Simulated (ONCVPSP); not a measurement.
# silicon (Si): variants of one ONCV potential

Base potential:

```
Element                 : Si
Generator               : ONCVPSP 4.0.1
Type                    : optimised norm-conserving Vanderbilt (ONCV)
Functional              : PBE
Relativity              : scalar-relativistic
Frozen core             : [Ne]
Valence charge          : 4
Reference configuration : 3s2 3p2
Partial waves           : 3s: rc 1.90 bohr, ncon 3, nbas 7, qcut 3.6 1/bohr, 2 projectors, debl 3.9 Ha; 3p: rc 2.05 bohr, ncon 3, nbas 7, qcut 4.5 1/bohr, 2 projectors, debl 3.8 Ha; d scattering state at 0.1 Ha: rc 1.70 bohr, ncon 5, nbas 10, qcut 5.9 1/bohr, 2 projectors, debl 3.6 Ha
Local potential         : polynomial inside 1.25 bohr (lpopt 5, dvloc0 1 Ha)
Core correction         : Teter function, fcfact 5.75, rcfact 1.4
```

All-electron outer shells of the reference configuration (PBE, scalar-relativistic, ld1.x):

```csv
shell,level (eV),outermost node (bohr),outermost maximum (bohr)
2s,-139.50,0.15,0.45
2p,-95.56,–,0.39
3s,-10.81,0.72,1.80
3p,-4.08,0.72,2.17
```

Cutoffs, loose and tight: the cutoffs (Ha) at which the residual kinetic energy of the hardest occupied pseudo-wave falls to 1 and 0.1 mHa per electron. They do not see the model core or the augmentation charge, which bear on the density cutoff. Test errors are all-electron minus pseudo excitation energies from the reference, over the configurations 3s2 3p1; 3s2 3p0; 3s1 3p0; 3s1 3p2. A dash means not determined; rows that change the core or the reference have their own tests.

For the base: The cutoffs count occupied waves only; projector 2 of the d channel, the hardest unoccupied one, needs 61 Ha at the loose tolerance.

| change | outcome | cutoff, loose | cutoff, tight | bound ghosts | GHOST(+) flags above zero | largest test error (meV) |
| --- | --- | --- | --- | --- | --- | --- |
| base | generated | 6.2 Ha | 32 Ha | none | s | +17 |
| core correction Teter function, fcfact 5.75, rcfact 1.62 | generated | 6.2 Ha | 32 Ha | none | s | -227 |
| p: rc 2.16 | generated | 6.2 Ha | 32 Ha | none | s | +16 |
| s: qcut 4.2 | generated | 6.8 Ha | 9.4 Ha | none | s | +14 |
| d: rc 1.92 | generated | 6.2 Ha | 32 Ha | none | s | +17 |
| reference 3s2 3p1 | generated | 6.5 Ha | 33 Ha | none | s | -30 |

Q: What comes out with this change to the base: s: qcut 4; p: qcut 5; d: qcut 6.5?

A: outcome: generated; cutoff, loose: 6.5 Ha; cutoff, tight: 12 Ha; bound ghosts: none; GHOST(+) flags above zero: s; largest test error (meV): +17.

Q: What comes out with this change to the base: s: qcut 3.5?

A: outcome: generated; cutoff, loose: 6.1 Ha; cutoff, tight: 33 Ha; bound ghosts: none; GHOST(+) flags above zero: s; largest test error (meV): +17.
